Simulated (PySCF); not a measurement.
## Ionisation energy of Xe⁺ by level of theory

Xe⁺ [Kr] 4d10 5s2 5p5 (2P) → Xe²⁺ [Kr] 4d10 5s2 5p4 (3P), as a difference of total energies. All numbers are calculated (PySCF 2.14, scalar relativity through the core potential, in cc-pVDZ-PP with ECP28MDF). Correlated levels: valence: 4s2 4p6 4d10 frozen. The calculations carry no spin-orbit coupling.

```
           method  ionisation energy (eV)
              UHF                  20.150
             MN15                  20.954
           M06-2X                  20.920
    MP2 (valence)                  20.631
SCS-MP2 (valence)                  20.606
   CCSD (valence)                  20.604
CCSD(T) (valence)                  20.606
```

**Question.** How much does correlation contribute at CCSD(T) (valence)?

**Answer.** 20.606 − (20.150) = 0.456 eV, measured against UHF.

The reference lies between the lowest fine-structure levels, while these numbers refer to the centres of the terms.

Errors of the correlated levels include the incompleteness of this basis and the frozen core.

For comparison: 20.975 eV (semi-empirical (NIST evaluation); NIST Atomic Spectra Database, ionization energies).
